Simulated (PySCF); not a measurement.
# Löwdin shares of the frontier orbitals

Species: C₅H₇F₃GeS.
Geometry (PBE0-D3(BJ)/def2-SVP, Å), atoms numbered from 1 in this order:
```xyz
17
C5H7F3GeS angstrom
F      4.093    0.455   -0.618
C      2.795    0.174   -0.640
F      2.249    0.798   -1.686
F      2.652   -1.131   -0.855
S      2.084    0.695    0.943
C      0.382    0.261    0.628
C     -0.097   -0.908    1.092
C     -1.538   -1.263    0.885
Ge    -2.242    0.295   -0.107
C     -0.507    1.234   -0.095
H      0.571   -1.599    1.616
H     -1.639   -2.203    0.319
H     -2.053   -1.423    1.847
H     -3.349    1.049    0.652
H     -2.734   -0.063   -1.520
H     -0.129    1.442   -1.108
H     -0.552    2.200    0.433
```

Method used: PySCF 2.14.0, density-fitted response routines, TDDFT wB97X-D/def2-SVPD, vertical, gas phase, core orbitals frozen in the response. The wB97X-D/def2-SVPD calculation is non-relativistic and has no spin–orbit coupling, an omission that weighs most on germanium.

Kohn–Sham orbitals with the atoms that hold most of them (Löwdin shares over 4%, at most four atoms; ? is withheld):

| orbital | ε (eV) | atoms |
| --- | --- | --- |
| HOMO-3 | -11.03 | Ge9 24%, S5 12%, H14 12%, C8 12% |
| HOMO-2 | -10.49 | C8 28%, Ge9 21%, C10 18%, S5 7% |
| HOMO-1 | -9.54 | ? |
| HOMO | ? | ? |
| LUMO | 1.02 | C7 27%, C6 24%, S5 17%, C2 7% |
| LUMO+1 | 1.63 | Ge9 26%, S5 20%, C7 8%, C6 7% |
| LUMO+2 | 1.95 | Ge9 28%, S5 14%, C10 9%, H15 9% |

(1) Give the leading atoms of the HOMO-1.

(2) Which atoms hold the HOMO, and with what shares?

(3) What is the HOMO energy, and the HOMO–LUMO gap?

Answers

(1) C6 (bonded to 2 C and S) 26%; C7 (bonded to 2 C and H) 23%; S5 (bonded to 2 C) 16%; C10 (bonded to C, Ge and 2 H) 8%. By element: carbon 57% or more, sulfur 16%.

(2) S5 (bonded to 2 C) 57%; C6 (bonded to 2 C and S) 10%; C7 (bonded to 2 C and H) 7%; C10 (bonded to C, Ge and 2 H) 7%. By element: sulfur 57%, carbon 24% or more.

(3) ε(HOMO) = -9.30 eV; the gap is 10.32 eV (0.3792 hartree).

Question: How does S1 compare with the orbital gap of 10.32 eV?

Answer: S1 is at 5.38 eV (f = 0.0027), 4.94 eV below the gap, made of HOMO→LUMO (80%), HOMO-1→LUMO (10%). Without the coupling terms of the response equations the lowest excitation would equal the gap.

Question: Give energy, strength and leading configuration of S1 and S4, and follow the Löwdin shares of the leading atoms from the occupied to the empty orbital.

Answer: 
- S1 (5.38 eV, f 0.0027), HOMO→LUMO (80%): S5 57% → 17%, C6 10% → 24%, C7 7% → 27%
- S4 (6.81 eV, f 0.0011), HOMO-2→LUMO (89%): C8 28% → at most 8%, Ge9 21% → at most 8%, C7 at most 7% → 27%, C6 at most 7% → 24%

Löwdin shares depend on the basis, the more so with diffuse functions.

One conformer stands for the species.
